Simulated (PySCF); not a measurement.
B3LYP has the VWN-RPA correlation part, as in Gaussian. 

```xyz
13

Si    -1.2756     2.0791    -0.0255
Al     0.0356    -0.0070    -0.0121
Si     2.4938     0.0577    -0.1307
Si    -1.1845    -2.1420     0.1451
H     -2.2002     2.1324     1.1390
H     -2.1178     2.1408    -1.2517
H     -0.4443     3.3105     0.0047
H      2.9893     1.1337    -1.0292
H      3.0953    -1.2241    -0.5819
H      3.0323     0.3427     1.2288
H     -2.1973    -2.1082     1.2341
H     -1.9199    -2.3918    -1.1253
H     -0.3044    -3.3154     0.3851
```

Charge 0, multiplicity 1.

Q: Give the Mulliken and meta-Löwdin atomic charges from B3LYP-D3(BJ)/def2-TZVP in PySCF.

A: 
```tsv
atom	Mulliken (e)	meta-Löwdin (e)
Si1	0.01	0.14
Al2	0.38	0.28
Si3	0.01	0.14
Si4	0.01	0.14
H5	-0.05	-0.08
H6	-0.05	-0.08
H7	-0.05	-0.08
H8	-0.05	-0.08
H9	-0.05	-0.08
H10	-0.05	-0.08
H11	-0.05	-0.08
H12	-0.05	-0.08
H13	-0.05	-0.08
```
